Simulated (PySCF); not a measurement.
Isomers of C4H5O2P.

All values: PBE0/pcSseg-1 (PySCF) at GFN2-xTB geometries, gas phase, one conformer each.

Problem. Rank by LUMO energy, highest first.
A. `[CH3:1][C:2](=[O:3])[CH2:4][P:5]=[C:6]=[O:7]` with C1–C2–C4–P5 -175°, C2–C4–P5–C6 -3°
B. `[CH3:1][O:2][c:3]1[o:4][cH:5][cH:6][p:7]1` with C1–O2–C3–O4 179°
C. `[CH3:1][O:2][c:3]1[cH:4][o:5][cH:6][p:7]1` with C1–O2–C3–C4 180°
D. `[CH3:1][O:2][c:3]1[cH:4][p:5][cH:6][o:7]1` with C1–O2–C3–C4 180°

Solution. B (-0.27 eV), D (-0.74 eV), C (-0.89 eV), A (-1.74 eV).

Problem. Rank by the lowest Hirshfeld charge on any atom, highest value first.
A. `[CH3:1][O:2][c:3]1[cH:4][p:5][cH:6][o:7]1` with C1–O2–C3–C4 180°
B. `[CH3:1][O:2][c:3]1[cH:4][o:5][cH:6][p:7]1` with C1–O2–C3–C4 180°
C. `[CH3:1][O:2][c:3]1[o:4][cH:5][cH:6][p:7]1` with C1–O2–C3–O4 179°

Solution. B (-0.115 e), C (-0.144 e), A (-0.178 e).

Problem. Rank by the lowest IAO charge on any atom, highest value first.
A. `[CH3:1][O:2][c:3]1[o:4][cH:5][cH:6][p:7]1` with C1–O2–C3–O4 179°
B. `[CH3:1][O:2][c:3]1[cH:4][o:5][cH:6][p:7]1` with C1–O2–C3–C4 180°
C. `[CH3:1][C:2](=[O:3])[CH2:4][P:5]=[C:6]=[O:7]` with C1–C2–C4–P5 -175°, C2–C4–P5–C6 -3°

Solution. B (-0.317 e), A (-0.416 e), C (-0.486 e).

All values together:

| SMILES | μ (D) | HOMO (eV) | LUMO (eV) | lowest IAO charge (e) | highest IAO charge (e) | lowest Hirshfeld charge (e) | highest Hirshfeld charge (e) |
| --- | --- | --- | --- | --- | --- | --- | --- |
| CC(=O)CP=C=O | 6.25 | -5.92 | -1.74 | -0.486 (C) | +0.418 (C) | -0.186 (O) | +0.200 (C) |
| COc1cocp1 | 0.67 | -6.55 | -0.89 | -0.317 (O) | +0.216 (P) | -0.115 (O) | +0.063 (H) |
| COc1occp1 | 0.40 | -6.23 | -0.27 | -0.416 (C) | +0.176 (H) | -0.144 (C) | +0.085 (C) |
| COc1cpco1 | 2.55 | -6.28 | -0.74 | -0.491 (C) | +0.374 (C) | -0.178 (C) | +0.140 (C) |

Conformers: `[CH3:1][C:2](=[O:3])[CH2:4][P:5]=[C:6]=[O:7]` with C1–C2–C4–P5 -175°, C2–C4–P5–C6 -3°; `[CH3:1][O:2][c:3]1[cH:4][o:5][cH:6][p:7]1` with C1–O2–C3–C4 180°; `[CH3:1][O:2][c:3]1[o:4][cH:5][cH:6][p:7]1` with C1–O2–C3–O4 179°; `[CH3:1][O:2][c:3]1[cH:4][p:5][cH:6][o:7]1` with C1–O2–C3–C4 180°.
